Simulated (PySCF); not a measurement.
# Identify the compound

The spectra below were simulated for a compound C7H11NO.

1H NMR (400 MHz, computed): δ 5.54 (br, 1H), 3.10 (q, 1H), 3.07 (d, 3H), 2.05 (s, 3H), 1.36 (d, 3H).

13C{1H} NMR (computed): δ 173.0 (C), 87.5 (C), 87.4 (C), 37.7 (CH), 26.5 (CH3), 24.3 (CH3), 4.6 (CH3).

One computed conformer, relativity neglected, in vacuum, equivalent nuclei averaged. σ from GIAO-PBE0/pcSseg-1; structure optimised with GFN2-xTB; PySCF 2.14.

δ = σ(ref) − σ, references computed at the same level: 1H (31.72 ppm), 13C (186.93 ppm) against TMS.

Which of these isomers gave the spectra?
A. C#CC(=O)NC(C)(C)C
B. CC#C[C@@H](C)C(=O)NC
C. COCc1cccn1C

Results:

B. 

The formula gives 3 degrees of unsaturation (no ring in the answer). 7 carbon signals for 7 carbons: no two carbons are equivalent. Carbon types of the structure: 3 × C, 1 × CH, 3 × CH3, leaving 1 H on heteroatoms. δC 173.0: amide carbonyl carbon; it is a carbonyl in resonance with an O or N lone pair, the region of acids, esters and amides. δC 87.5, 87.4: alkyne carbon; the triple bond shields along its axis, which puts it between sp3 and sp2 carbons. δC 26.5: methyl carbon bonded to N; pulled downfield by the heteroatom. δC 24.3: methyl carbon; a saturated carbon with 1 carbon neighbour and no heteroatom attached. δH 3.10: hydrogen on an sp3 CH α to a carbonyl; α to C=O.

The others: COCc1cccn1C would give 6 signals for carbon-bound and other non-exchanging H, not 4; C#CC(=O)NC(C)(C)C would give 5 carbon signals, not 7.

Exchangeable OH/NH protons stand at their gas-phase positions; hydrogen bonding in a real sample shifts them, mostly to higher δ. Amide-type NH protons are broadened by 14N but still split neighbouring CH signals. Shifts are as computed. Against solution values, carbons near 30 ppm lie about +3 ppm off and those near 130 ppm about +5 ppm. Of 1211 compounds with measured shifts, 218 miss one by over three times the rms of a fit or turn the order of signals round; such compounds aren't used in these exercises. The C=O carbon of an acid or of an amide with N–H lies up to 10 ppm further downfield in solution, through hydrogen bonding that the calculation lacks. No couplings were computed; multiplicities are counted from neighbouring protons, with m where these are inequivalent, close in shift, in a saturated or five-membered ring or joined by F or P, and br s for small geminal =CH2 splittings.
